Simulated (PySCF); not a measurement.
Compound: BF2H5P2.
Atom-mapped SMILES: `[BH3-:1][P+:2]([F:3])([F:4])[PH2:5]` (hydrogens: H6, H7, H8 on B1; H9, H10 on P5)

Computed, not measured: PBE0-D3(BJ)/def2-SVP geometry optimisation, gas phase (PySCF).

Question: List the bond lengths and angles at this level.

Answer: 
```tsv
bond	length (Å)	order
B1–P2	1.854	single
P2–F3, P2–F4	1.590	single
P2–P5	2.198	single
B1–H6, B1–H7, B1–H8	1.220	single
P5–H9, P5–H10	1.429	single
```

Bonds in one row agree within 0.01 Å and their mean is given. Orders are formal, as drawn. A selection of angles:
```tsv
angle	degrees
P2–B1–H6	102.7
P2–B1–H7	105.1
P2–B1–H8	102.0
H6–B1–H7	115.7
H6–B1–H8	113.4
B1–P2–F3	114.6
B1–P2–F4	114.2
B1–P2–P5	123.7
F3–P2–F4	100.2
F3–P2–P5	100.5
F4–P2–P5	100.2
P2–P5–H9	90.3
P2–P5–H10	90.5
H9–P5–H10	93.1
```

P5 (three-coordinate phosphorus) is pyramidal (angles 93.1°, 90.5° and 90.3°, sum 274.0°, 0.89 Å off the plane of its three neighbours). P2 (phosphorus bonded to B, 2 F and P) is distorted tetrahedral (angles from 100.2° to 123.7°). B1 (four-coordinate boron) is distorted tetrahedral (angles from 102.0° to 115.7°).

Point group: Cs (tolerance 0.08 Å). Whether it is a minimum is left open (no frequencies). One conformer, not necessarily the lowest (B1–P2–P5–H -47° and 46°).
